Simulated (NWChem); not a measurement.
System: BSi$_{2}$H$_{7}$; SMILES [SiH3]B[SiH3]

NWChem input:

```
start job
memory heap 200 mb stack 900 mb global 1100 mb
geometry units angstroms noautoz
  B     -0.753470    -0.000544     0.298305
  H     -1.883286    -0.008174     0.732729
  Si     0.117443    -1.762112    -0.136818
  H      0.724248    -2.211603     1.164057
  H      1.226783    -1.657035    -1.136013
  H     -0.835092    -2.824858    -0.587293
  Si     0.163864     1.773049     0.045717
  H      1.657994     1.685539     0.044227
  H     -0.254179     2.826796     1.022715
  H     -0.262153     2.223303    -1.324776
end
basis spherical
  B library def2-tzvp
  H library def2-tzvp
  Si library def2-tzvp
end
dft
  xc hfexch
  iterations 150
  mulliken
end
task dft energy
```

All runs use the structure optimised with PBE0/def2-SVP.

Question: What results follow from this input? (Hartree-Fock/def2-TZVP.) Quantities: energy (Ha); highest occupied level (eV); orbital gap (eV); dipole (D).

Answer: The energy (Ha) comes out as -606.60 and the highest occupied level (eV) is -10.74. The orbital gap (eV) comes out as 11.47. The dipole (D) is 0.49.
